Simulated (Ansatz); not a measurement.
Species: H$_{2}$Te (charge +1, doublet). 
Geometry from a B3LYP-D3(BJ)/def2-TZVP (Ansatz, a first-principles code) optimisation:
```
Te
H 1 1.6710
H 1 1.6710 2 90.45
```
Charge +1, spin multiplicity 2.

Basis-set convergence of Hartree-Fock and CCSD(T) correlation energies (hartree) with Ansatz. Cores are frozen in the correlated levels unless marked. Open shells are spin-unrestricted. No spin-orbit coupling. Frozen are the shells of the preceding noble gas and the d and f shells that filled before the atom's block. In def2 rows, elements after Kr have scalar-relativistic effective core potentials.

```tsv
basis	functions	E(HF)	E(corr, CCSD(T))
def2-SVP	36	-267.84411	-0.11427
def2-TZVPP	78	-267.85810	-0.14595
def2-QZVPP	142	-267.86017	-0.15618
```

Extrapolating the two largest sets (X = 3 and 4) as X^-3: E(corr) = (64·(-0.15618) - 27·(-0.14595))/37 = -0.1636 Eh, an estimate of the basis-set limit. The largest set recovers 95.4 % of it, the smallest 69.8 %.
